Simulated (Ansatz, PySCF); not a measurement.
Breaking a bond: Ti(Cl)2(O), SMILES [O]=[Ti]([Cl])[Cl] (Cl₂OTi). The Ti1–Cl4 bond (Ti1 also carries Cl, O; Cl4 carries nothing else) is stretched with both fragments frozen at the PBE0/def2-TZVP optimised geometry.

Levels: RKS-PBE = restricted PBE/def2-TZVP run with Ansatz (an electronic-structure program); RMP2/3-21G = restricted MP2 (frozen core)/3-21G (PySCF); UKS-PBE = unrestricted PBE/def2-TZVP (Ansatz); RKS-M06-2X/6-31G* = restricted M06-2X/6-31G*, spherical d in PySCF.

Energies are in kcal/mol, each relative to the lowest point of its own curve near equilibrium.

| R / Å | RKS-PBE | RMP2/3-21G | UKS-PBE | RKS-M06-2X/6-31G* |
|---|---|---|---|---|
| 1.82 | 52.2 | 71.1 | 52.2 | 52.2 |
| 1.97 | 16.8 | ? | 16.8 | 16.5 |
| 2.11 | 3.0 | 8.0 | 3.0 | 2.8 |
| 2.18 | 0.5 | 3.3 | 0.5 | 0.4 |
| 2.22 | 0.0 | ? | 0.0 | 0.0 |
| 2.30 | 0.6 | 0.0 | 0.6 | 0.8 |
| 2.39 | 3.1 | 0.3 | 3.1 | ? |
| 2.49 | 7.3 | 2.6 | 7.3 | 8.4 |
| 2.72 | 20.2 | 12.2 | 20.2 | 22.9 |
| 2.93 | 32.7 | 23.6 | 32.7 | ? |
| 3.25 | 50.3 | ? | 50.3 | 58.7 |
| 3.66 | 68.1 | 63.7 | 67.7 | 81.7 |
| 4.14 | 82.3 | 84.0 | 80.3 | 102.0 |
| 4.65 | 91.6 | 99.5 | 87.5 | 116.1 |
| 5.43 | 99.3 | 113.4 | 93.0 | 128.5 |
| 6.46 | 104.0 | 117.7 | 96.3 | ? |

Task: Some entries are withheld; supply them.

Result: 
- 1.97, RMP2/3-21G: 27.3
- 2.22, RMP2/3-21G: 1.6
- 2.39, RKS-M06-2X/6-31G*: 3.6
- 2.93, RKS-M06-2X/6-31G*: 37.5
- 3.25, RMP2/3-21G: 42.0
- 6.46, RKS-M06-2X/6-31G*: 137.2

The restricted form behind RKS-PBE, RMP2/3-21G, RKS-M06-2X/6-31G* keeps the bonding electrons paired and can't separate into open-shell fragments. The unrestricted determinant behind UKS-PBE is spin-contaminated at 3.66 to 6.46 Å (<S²> up to 0.7, against 0.00 for a pure singlet).
